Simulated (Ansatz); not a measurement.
Start from `BN=C=O` and change one atom or group to get `O=C=NCO`.

Ansatz, PBE0-D4/def2-TZVP geometries, multiplicity 1. Each molecule was computed in one conformer, which needn't be the lowest.

| property | `BN=C=O` |
| --- | --- |
| LUMO energy (ωB97M-V/def2-TZVPP) / eV | 0.08 |
| HOMO energy (B3LYP/def2-TZVPP) / eV | -8.18 |
| LUMO energy (B3LYP/def2-TZVPP) / eV | -2.16 |
| HOMO–LUMO gap (ωB97M-V/def2-TZVPP) / eV | 10.69 |
| size of the dipole moment (PBE/def2-TZVPP) / D | 0.77 |
| LUMO energy (PBE0/def2-TZVPP) / eV | -1.93 |

Question: Give the same properties after the change, and the shifts. (An estimate is asked.)

Answer: Computed: 
| property | `O=C=NCO` | shift |
| --- | --- | --- |
| LUMO energy (ωB97M-V/def2-TZVPP) / eV | 2.00 | 1.92 |
| HOMO energy (B3LYP/def2-TZVPP) / eV | -8.07 | 0.11 |
| LUMO energy (B3LYP/def2-TZVPP) / eV | -0.08 | 2.08 |
| HOMO–LUMO gap (ωB97M-V/def2-TZVPP) / eV | 12.57 | 1.88 |
| size of the dipole moment (PBE/def2-TZVPP) / D | 2.34 | 1.57 |
| LUMO energy (PBE0/def2-TZVPP) / eV | 0.27 | 2.20 |

With PBE0 the HOMO rises by 0.09 eV and the LUMO rises by 2.20 eV, so the gap widens by about 2.11 eV. PBE moves the HOMO by 0.19 eV and ωB97M-V by 0.04 eV. The zero-point energy changes by 59.7 kJ/mol with +6 modes. Dipoles are sizes alone; their direction can turn.

B3LYP here is the variant with VWN-RPA as its local correlation; programs differ in this.
